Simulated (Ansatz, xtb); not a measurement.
**Two structures of GaH6NSi2**

Structure X is a singlet given by its coordinates and structure Y is a singlet given by its coordinates. Both are isolated molecules in the gas phase, relaxed with BLYP-D3(BJ)/def2-SVP.

X (Å):

```xyz
10

Ga   -2.0088    3.4364    1.8113
N    -1.8381    1.6382    1.0442
Si   -1.5119    0.2893    2.1298
Si   -2.0181    1.4478   -0.6983
H    -2.5997   -0.7489    2.1054
H    -1.4288    0.8530    3.5255
H    -0.2109   -0.3994    1.8220
H    -3.1686    0.5520   -1.0664
H    -2.2848    2.8173   -1.2692
H    -0.7796    0.8986   -1.3511
```

Close contacts (Å): Ga1–N2 1.96, N2–Si3 1.76, N2–Si4 1.76, Si3–H5 1.50, Si3–H6 1.51, Si3–H7 1.50, Si4–H8 1.50, Si4–H9 1.51, Si4–H10 1.50.

Y (Å):

```xyz
10

Ga   -3.6779    2.4020    2.4181
N    -2.5919    0.8073    2.4078
Si   -1.4546    0.2288    1.1942
Si   -1.4152    1.7814   -0.5913
H    -2.6799    0.1906    3.2313
H    -1.8264   -1.1210    0.6309
H    -0.0476    0.0879    1.7214
H    -2.7786    1.9211   -1.2120
H    -0.4532    1.3391   -1.6569
H    -0.9950    3.1434   -0.1094
```

Close contacts (Å): Ga1–N2 1.93, N2–Si3 1.76, Si3–Si4 2.37, N2–H5 1.03, Si3–H6 1.51, Si3–H7 1.51, Si4–H8 1.50, Si4–H9 1.50, Si4–H10 1.50.

Quicker runs give these differences E(Y) − E(X): GFN2-xTB +23.6 kcal/mol; HF/STO-3G +5.9 kcal/mol (at GFN2-xTB geometries); r2SCAN-D4/def2-SVP +15.5 kcal/mol (at GFN2-xTB geometries).

Problem. Estimate E(Y) − E(X) at the level CCSD(T)/def2-SVP + ΔMP2/def2-TZVPP.

Solution. Calculated at CCSD(T)/def2-SVP + ΔMP2/def2-TZVPP: E(Y) − E(X) = +17.9 kcal/mol, so structure X lies lower.

The same difference at several levels:

| level | geometry | E(Y) − E(X) (kcal/mol) | departure from the last row (kcal/mol) | job, with rough time for the two |
| --- | --- | --- | --- | --- |
| GFN2-xTB | GFN2-xTB | +23.6 | +5.6 | optimisation, 0.56 s |
| HF/STO-3G | GFN2-xTB | +5.9 | −12.0 | single point, 5.3 s |
| r2SCAN-D4/def2-SVP | GFN2-xTB | +15.5 | −2.4 | single point, 8.4 s |
| BLYP-D3(BJ)/def2-SVP | BLYP-D3(BJ)/def2-SVP | +13.9 | −4.0 | optimisation, 76 s |
| HF/def2-SVP | BLYP-D3(BJ)/def2-SVP | +19.2 | +1.3 | part of the CCSD(T) run |
| MP2/def2-SVP | BLYP-D3(BJ)/def2-SVP | +19.0 | +1.1 | part of the CCSD(T) run |
| CCSD(T)/def2-SVP | BLYP-D3(BJ)/def2-SVP | +17.3 | −0.6 | single point |
| CCSD(T)/def2-SVP + ΔMP2/def2-TZVPP | BLYP-D3(BJ)/def2-SVP | +17.9 |  | single point, 61 s |

None of the levels shown reverses the order. The largest departure from CCSD(T)/def2-SVP + ΔMP2/def2-TZVPP is that of HF/STO-3G, 12.0 kcal/mol. The last row adds to CCSD(T) the change of the MP2 difference between the two basis sets, here +0.6 kcal/mol.

With harmonic frequencies from BLYP-D3(BJ)/def2-SVP (ideal gas, rigid rotor, one conformer each, 298.15 K, 1 atm): on the last row, ΔE + ΔZPE = +18.2 kcal/mol. A mode under 50 cm⁻¹ makes harmonic enthalpies and free energies unreliable, so none is given.

The correlated steps freeze 20 core orbitals; the filled d shell of Ga is correlated, in a basis made for valence electrons. Programs: Ansatz 0.2.0, xtb 6.7.1; the last row on 2 threads of Arm Neoverse N1 on a shared host.
